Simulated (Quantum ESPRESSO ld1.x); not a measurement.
Input file for ld1.x (Quantum ESPRESSO 7.5):

```
 &input
    atom='W',
    iswitch=1,
    rel=2,
    dft='PBE',
    config='[Xe] 4f14 5d3 6s0 6p0 5f0 6d0',
    rel_dist='energy',
    verbosity='high',
    lsmall=.true.,
    prefix='ld1',
    max_out_wfc=37,
    file_charge='ld1.rho',
 /
```

Command: `OMP_NUM_THREADS=1 ld1.x < ld1.in > ld1.out`

It prints:

```
     Program LD1 v.7.5 starts

     --------------------------- All-electron run ----------------------------

     dirac relativistic calculation

     atomic number is 74.00
     dft =PBE   lsd =0 sic =0 latt =0  beta=0.20 tr2=1.0E-14
     Exchange-correlation= PBE
                           (   1   4   3   4   0   0   0)
     mesh =2115 r(mesh) = 100.27685 a.u. xmin = -8.00 dx = 0.00800
     1 Ry =  13.60569312 eV, c = 137.03599908

     n l j   nl                  e(Ry)          e(Ha)          e(eV)
     Spin orbit split results
     1 0 0.5 1S 1( 2.00)   -5102.914397242   -2551.457198621 -69428.6873218
     2 0 0.5 2S 1( 2.00)    -881.873056329    -440.936528164 -11998.4941778
     2 1 0.5 2P 1( 2.00)    -843.308436464    -421.654218232 -11473.7957946
     2 1 1.5 2P 1( 4.00)    -743.872635729    -371.936317865 -10120.9028043
     3 0 0.5 3S 1( 2.00)    -204.705457899    -102.352728949  -2785.1596408
     3 1 0.5 3P 1( 2.00)    -187.552401185     -93.776200593  -2551.7804150
     3 1 1.5 3P 1( 4.00)    -166.050141949     -83.025070975  -2259.2272744
     4 0 0.5 4S 1( 2.00)     -43.898733439     -21.949366720   -597.2726957
     4 1 0.5 4P 1( 2.00)     -36.787873393     -18.393936696   -500.5245160
     4 1 1.5 4P 1( 4.00)     -31.805323556     -15.902661778   -432.7334720
     3 2 1.5 3D 1( 4.00)    -137.212673302     -68.606336651  -1866.8735255
     3 2 2.5 3D 1( 6.00)    -132.537377989     -66.268688995  -1803.2628922
     5 0 0.5 5S 1( 2.00)      -7.891818804      -3.945909402   -107.3736648
     5 1 0.5 5P 1( 2.00)      -5.779504736      -2.889752368    -78.6341678
     5 1 1.5 5P 1( 4.00)      -5.047032587      -2.523516293    -68.6683766
     4 2 1.5 4D 1( 4.00)     -20.138206632     -10.069103316   -273.9942595
     4 2 2.5 4D 1( 6.00)     -19.220273086      -9.610136543   -261.5051373
     4 3 2.5 4F 1( 6.00)      -4.627391734      -2.313695867    -62.9588719
     4 3 3.5 4F 1( 8.00)      -4.462750509      -2.231375255    -60.7188139
     5 2 1.5 5D 1( 3.00)      -2.310029891      -1.155014945    -31.4295578
     5 2 2.5 5D 1( 0.00)      -2.240161216      -1.120080608    -30.4789461
     6 0 0.5 6S 1( 0.00)      -2.072078062      -1.036039031    -28.1920582
     6 1 0.5 6P 1( 0.00)      -1.600273847      -0.800136924    -21.7728349
     6 1 1.5 6P 1( 0.00)      -1.493638578      -0.746819289    -20.3219881
     5 3 2.5 5F 1( 0.00)      -0.724885760      -0.362442880     -9.8625732
     5 3 3.5 5F 1( 0.00)      -0.723520611      -0.361760305     -9.8439994
     6 2 1.5 6D 1( 0.00)      -0.900919901      -0.450459951    -12.2576397
     6 2 2.5 6D 1( 0.00)      -0.887374812      -0.443687406    -12.0733494
     Averaged results
     1 0     1S 1( 2.00)   -5102.914397242   -2551.457198621 -69428.6873218
     2 0     2S 1( 2.00)    -881.873056329    -440.936528164 -11998.4941778
     2 1     2P 1( 6.00)    -777.017902641    -388.508951320 -10571.8671344
     3 0     3S 1( 2.00)    -204.705457899    -102.352728949  -2785.1596408
     3 1     3P 1( 6.00)    -173.217561695     -86.608780847  -2356.7449879
     4 0     4S 1( 2.00)     -43.898733439     -21.949366720   -597.2726957
     4 1     4P 1( 6.00)     -33.466173502     -16.733086751   -455.3304867
     3 2     3D 1(10.00)    -134.407496114     -67.203748057  -1828.7071456
     5 0     5S 1( 2.00)      -7.891818804      -3.945909402   -107.3736648
     5 1     5P 1( 6.00)      -5.291189970      -2.645594985    -71.9903070
     4 2     4D 1(10.00)     -19.587446504      -9.793723252   -266.5007862
     4 3     4F 1(14.00)      -4.533311034      -2.266655517    -61.6788388
     5 2     5D 1( 3.00)      -2.268108686      -1.134054343    -30.8591908
     6 0     6S 1( 0.00)      -2.072078062      -1.036039031    -28.1920582
     6 1     6P 1( 0.00)      -1.529183668      -0.764591834    -20.8056037
     5 3     5F 1( 0.00)      -0.724105675      -0.362052837     -9.8519596
     6 2     6D 1( 0.00)      -0.892792847      -0.446396424    -12.1470655

     final scf error:  1.9E-15 reached in  29 iterations

     Etot =  -32328.207864 Ry,  -16164.103932 Ha, -439847.675415 eV

     Ekin =   36432.605884 Ry,   18216.302942 Ha,  495690.855332 eV
     Encl =  -80613.485244 Ry,  -40306.742622 Ha,-1096802.341800 eV
     Eh   =   12501.287373 Ry,    6250.643687 Ha,  170088.679641 eV
     Exc  =    -648.615878 Ry,    -324.307939 Ha,   -8824.868588 eV

     normalization and overlap integrals

     s(1S/1S) =  1.000000  <r> =   0.0183  <r2> =    0.0005  r(max) =   0.0114
     LC norm =  0.92206779 + SC norm =  0.07793221 =  1.00000000
     s(1S/2S) = -0.000000
     s(1S/3S) = -0.000000
     s(1S/4S) =  0.000000
     s(1S/5S) =  0.000000
     s(1S/6S) =  0.000000
     s(2S/2S) =  1.000000  <r> =   0.0769  <r2> =    0.0071  r(max) =   0.0659
     LC norm =  0.98234911 + SC norm =  0.01765089 =  1.00000000
     s(2S/3S) =  0.000000
     s(2S/4S) =  0.000000
     s(2S/5S) =  0.000000
     s(2S/6S) =  0.000000
     s(2P/2P) =  1.000000  <r> =   0.0637  <r2> =    0.0050  r(max) =   0.0494
     LC norm =  0.98228025 + SC norm =  0.01771975 =  1.00000000
     s(2P/3P) =  0.000000
     s(2P/4P) =  0.000000
     s(2P/5P) =  0.000000
     s(2P/6P) =  0.000000
     s(2P/2P) =  1.000000  <r> =   0.0716  <r2> =    0.0062  r(max) =   0.0557
     LC norm =  0.98400513 + SC norm =  0.01599487 =  1.00000000
     s(2P/3P) =  0.000000
     s(2P/4P) =  0.000000
     s(2P/5P) =  0.000000
     s(2P/6P) =  0.000000
     s(3S/3S) =  1.000000  <r> =   0.2005  <r2> =    0.0461  r(max) =   0.1849
     LC norm =  0.99418964 + SC norm =  0.00581036 =  1.00000000
     s(3S/4S) =  0.000000
     s(3S/5S) =  0.000000
     s(3S/6S) =  0.000000
     s(3P/3P) =  1.000000  <r> =   0.1905  <r2> =    0.0423  r(max) =   0.1734
     LC norm =  0.99424725 + SC norm =  0.00575275 =  1.00000000
     s(3P/4P) =  0.000000
     s(3P/5P) =  0.000000
     s(3P/6P) =  0.000000
     s(3P/3P) =  1.000000  <r> =   0.2053  <r2> =    0.0489  r(max) =   0.1879
     LC norm =  0.99474227 + SC norm =  0.00525773 =  1.00000000
     s(3P/4P) =  0.000000
     s(3P/5P) =  0.000000
     s(3P/6P) =  0.000000
     s(4S/4S) =  1.000000  <r> =   0.4494  <r2> =    0.2282  r(max) =   0.4214
     LC norm =  0.99808547 + SC norm =  0.00191453 =  1.00000000
     s(4S/5S) =  0.000000
     s(4S/6S) =  0.000000
     s(4P/4P) =  1.000000  <r> =   0.4546  <r2> =    0.2355  r(max) =   0.4214
     LC norm =  0.99817650 + SC norm =  0.00182350 =  1.00000000
     s(4P/5P) =  0.000000
     s(4P/6P) =  0.000000
     s(4P/4P) =  1.000000  <r> =   0.4878  <r2> =    0.2709  r(max) =   0.4493
     LC norm =  0.99836670 + SC norm =  0.00163330 =  1.00000000
     s(4P/5P) =  0.000000
     s(4P/6P) =  0.000000
     s(3D/3D) =  1.000000  <r> =   0.1797  <r2> =    0.0379  r(max) =   0.1478
     LC norm =  0.99485737 + SC norm =  0.00514263 =  1.00000000
     s(3D/4D) =  0.000000
     s(3D/5D) =  0.000000
     s(3D/6D) =  0.000000
     s(3D/3D) =  1.000000  <r> =   0.1842  <r2> =    0.0397  r(max) =   0.1514
     LC norm =  0.99499460 + SC norm =  0.00500540 =  1.00000000
     s(3D/4D) = -0.000000
     s(3D/5D) = -0.000000
     s(3D/6D) = -0.000000
     s(5S/5S) =  1.000000  <r> =   1.0652  <r2> =    1.2741  r(max) =   0.9607
     LC norm =  0.99957179 + SC norm =  0.00042821 =  1.00000000
     s(5S/6S) =  0.000000
     s(5P/5P) =  1.000000  <r> =   1.1693  <r2> =    1.5463  r(max) =   1.0325
     LC norm =  0.99964615 + SC norm =  0.00035385 =  1.00000000
     s(5P/6P) =  0.000000
     s(5P/5P) =  1.000000  <r> =   1.2673  <r2> =    1.8161  r(max) =   1.1184
     LC norm =  0.99969585 + SC norm =  0.00030415 =  1.00000000
     s(5P/6P) = -0.000000
     s(4D/4D) =  1.000000  <r> =   0.5047  <r2> =    0.2955  r(max) =   0.4457
     LC norm =  0.99856173 + SC norm =  0.00143827 =  1.00000000
     s(4D/5D) =  0.000000
     s(4D/6D) =  0.000000
     s(4D/4D) =  1.000000  <r> =   0.5162  <r2> =    0.3088  r(max) =   0.4565
     LC norm =  0.99861247 + SC norm =  0.00138753 =  1.00000000
     s(4D/5D) = -0.000000
     s(4D/6D) = -0.000000
     s(4F/4F) =  1.000000  <r> =   0.6019  <r2> =    0.4541  r(max) =   0.4248
     LC norm =  0.99901727 + SC norm =  0.00098273 =  1.00000000
     s(4F/5F) = -0.000000
     s(4F/4F) =  1.000000  <r> =   0.6114  <r2> =    0.4693  r(max) =   0.4317
     LC norm =  0.99903920 + SC norm =  0.00096080 =  1.00000000
     s(4F/5F) =  0.000000
     s(5D/5D) =  1.000000  <r> =   1.7360  <r2> =    3.4908  r(max) =   1.4218
     LC norm =  0.99984004 + SC norm =  0.00015996 =  1.00000000
     s(5D/6D) =  0.000000
     s(5D/5D) =  1.000000  <r> =   1.7821  <r2> =    3.6768  r(max) =   1.4564
     LC norm =  0.99984818 + SC norm =  0.00015182 =  1.00000000
     s(5D/6D) = -0.000000
     s(6S/6S) =  1.000000  <r> =   2.6150  <r2> =    7.6240  r(max) =   2.3725
     LC norm =  0.99991936 + SC norm =  0.00008064 =  1.00000000
     s(6P/6P) =  1.000000  <r> =   3.0244  <r2> =   10.2075  r(max) =   2.7399
     LC norm =  0.99993832 + SC norm =  0.00006168 =  1.00000000
     s(6P/6P) =  1.000000  <r> =   3.2144  <r2> =   11.5166  r(max) =   2.9445
     LC norm =  0.99994388 + SC norm =  0.00005612 =  1.00000000
     s(5F/5F) =  1.000000  <r> =   4.3166  <r2> =   21.1796  r(max) =   3.7732
     LC norm =  0.99997781 + SC norm =  0.00002219 =  1.00000000
     s(5F/5F) =  1.000000  <r> =   4.3307  <r2> =   21.3083  r(max) =   3.7732
     LC norm =  0.99997772 + SC norm =  0.00002228 =  1.00000000
     s(6D/6D) =  1.000000  <r> =   4.4348  <r2> =   22.1217  r(max) =   4.1534
     LC norm =  0.99996358 + SC norm =  0.00003642 =  1.00000000
     s(6D/6D) =  1.000000  <r> =   4.4984  <r2> =   22.7728  r(max) =   4.2204
     LC norm =  0.99996416 + SC norm =  0.00003584 =  1.00000000

     LC charge = 70.56972389 + SC charge =  0.43027611 = 71.00000000

     ------------------------ End of All-electron run ------------------------
```

Run on one thread of a shared host, so times are rough (Intel(R) Xeon(R) Processor @ 2.60GHz): 0.92 s of CPU time, 0.97 s wall, 29 iterations on 2115 mesh points.
